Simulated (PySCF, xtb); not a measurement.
InCl, SMILES [Cl][In] (connectivity only; charge and spin as stated), neutral, multiplicity 1.

GFN2-xTB in xtb at its own geometry gives an orbital gap of 5.22 eV and a dipole moment of 4.81 D.

Geometry optimised at PBE0-D3(BJ)/def2-TZVP. The def2 effective core potentials stand for the cores of In; spin–orbit coupling is left out.

**Question.** What does PBE0/def2-TZVPD in PySCF give? (Estimate from the structure and the level; the computed values follow.)

**Answer.** gap 5.48 eV (levels -7.31 and -1.83 eV), dipole 3.55 D.
